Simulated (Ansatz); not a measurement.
# Molecular dynamics of CH8BNO

Input file:

```yaml
crystal:
  periodic: [false, false, false]
  atoms:
    - { symbol: B, position_ang: [0.402276, 0.383589, 0.231375] }
    - { symbol: O, position_ang: [-0.524921, -0.22394, 1.473762] }
    - { symbol: H, position_ang: [-1.374554, -0.538555, 1.098992] }
    - { symbol: H, position_ang: [1.530927, -0.020474, 0.393334] }
    - { symbol: H, position_ang: [-0.150431, 0.130247, -0.821511] }
    - { symbol: "N", position_ang: [0.158767, 1.844576, 0.721455] }
    - { symbol: H, position_ang: [0.979688, 2.269491, 1.162988] }
    - { symbol: C, position_ang: [-0.527399, 2.80946, -0.14438] }
    - { symbol: H, position_ang: [-1.43464, 2.338511, -0.556325] }
    - { symbol: H, position_ang: [-0.829936, 3.707858, 0.422414] }
    - { symbol: H, position_ang: [0.097289, 3.130964, -0.999694] }
    - { symbol: H, position_ang: [-0.575067, 0.915774, 1.573689] }
basis:
  gaussian: { orbitals: "6-31G*" }
hamiltonian:
  xc: pbe
  dispersion: d4
md:
  timestep: 0.5
  n_steps: 200
  ensemble: nve
  temperature: 300.0
  initial_velocities: maxwell_boltzmann
  seed: 8880
```

Run as:

```bash
$ ansatz run input.yaml --threads 1 --pin off --max-ram 2048MiB --backend cpu --events-out ev --progress --plain --runs-dir out
```

It starts at the highest image of a converged band, a first-order saddle point between two minima.

Output, in part (step lines, the closing report, with atoms numbered from 0):

```
md step     0: t =     0.00 fs  T =   300.0 K  F+E_penalty+E_count = -5373.83691651 eV  E_kin = 0.387780 eV  conserved = -5373.44913651 eV  (27 SCF iters)
[... lines left out ...]
Total energy: -5373.99325665 eV, -197.4906095584 hartree
Atom 0 at     0.334392     0.098972     0.462169 Å, force     0.940827     1.675248    -0.732381 eV/Å
Atom 1 at    -0.498889    -0.486207     1.317722 Å, force    -2.022297    -1.735548     2.108207 eV/Å
Atom 2 at    -1.331306    -0.713343     0.865768 Å, force    -0.091144     0.100048     0.186866 eV/Å
Atom 3 at     1.466957     0.067716     0.882814 Å, force     0.438512     0.038624    -0.554242 eV/Å
Atom 4 at    -0.133415     0.183771    -0.643794 Å, force     0.692164     0.089496    -0.792674 eV/Å
Atom 5 at     0.208943     2.161965     0.786295 Å, force    -1.985437    -0.958810    -0.012418 eV/Å
Atom 6 at     1.165350     2.397762     0.875262 Å, force     1.731533     0.601334    -0.785983 eV/Å
Atom 7 at    -0.593892     2.888554    -0.224285 Å, force     0.603349     2.423838     1.922090 eV/Å
Atom 8 at    -1.655205     2.980718     0.127810 Å, force     0.608555    -0.364539    -0.323466 eV/Å
Atom 9 at    -0.191400     3.946914    -0.282036 Å, force    -0.532662    -0.502399    -0.223019 eV/Å
Atom 10 at    -0.527400     2.477067    -1.194761 Å, force     0.051887    -0.986392    -1.299810 eV/Å
Atom 11 at    -0.140415     2.455362     1.695539 Å, force    -0.435288    -0.380900     0.506830 eV/Å
Dipole moment:    -0.291619     0.743430    -0.032819 e Å
```

The steps, from the saved trajectory:

```tsv
time (fs)	T (K)	potential energy less start (eV)	conserved less start (meV/atom)
0	300	0.000	0.00
3	161	0.181	0.19
6	117	0.238	0.11
9	105	0.254	0.18
12	281	0.026	0.06
15	433	-0.172	0.05
18	471	-0.219	0.19
21	578	-0.360	-0.05
24	438	-0.176	0.22
27	607	-0.399	-0.18
30	612	-0.404	-0.07
33	626	-0.420	0.07
36	686	-0.499	-0.02
39	561	-0.334	0.23
42	551	-0.324	0.08
45	542	-0.313	0.06
48	485	-0.238	0.10
51	465	-0.214	-0.02
54	450	-0.192	0.14
57	579	-0.362	-0.09
60	479	-0.232	-0.05
63	304	-0.003	0.17
66	387	-0.114	-0.05
69	326	-0.031	0.23
72	439	-0.179	0.05
75	471	-0.220	0.06
78	374	-0.094	0.16
81	328	-0.036	-0.02
84	262	0.052	0.20
87	539	-0.310	-0.08
90	577	-0.359	-0.03
93	443	-0.183	0.10
96	367	-0.087	-0.01
99	360	-0.077	0.07
```

The run went to its last step. The conserved energy stayed within 0.3 meV per atom of its start (net change 0.015 meV per atom), so the integration is sound. The kinetic energy rose, since the run started high on the potential surface and went downhill. It ends in pieces (BH3O + CH5N), so much of that is their flight and rotation, not heat. A run of 0.1 ps of so small a system gives no equilibrium averages. The orbitals stay closed-shell, which can raise the energy where a bond breaks towards radicals; this wasn't checked here.

Between its relaxed ends the band would form O2–H12 and break B1–O2, N6–H12. These pairs go: O2–H12 1.15 → 2.99 Å, B1–O2 1.67 → 1.33 Å, N6–H12 1.46 → 1.02 Å. In the last frame they stand as before the step (other bonds may differ from the relaxed reactants and products). Also parted: B1–N6 1.56 → 2.09 Å. It ends as BH3O + CH5N. Pairs count as bonded within 1.25 times the sum of covalent radii (0.12 Å more for H–H).

Last frame:

```xyz
12
Properties=species:S:1:pos:R:3
B 0.334 0.099 0.462
O -0.499 -0.486 1.318
H -1.331 -0.713 0.866
H 1.467 0.068 0.883
H -0.133 0.184 -0.644
N 0.209 2.162 0.786
H 1.165 2.398 0.875
C -0.594 2.889 -0.224
H -1.655 2.981 0.128
H -0.191 3.947 -0.282
H -0.527 2.477 -1.195
H -0.140 2.455 1.696
```

The run took 7.2 min on 1 thread of Arm Neoverse V2, with other jobs on the host, peak memory 0.11 GiB.
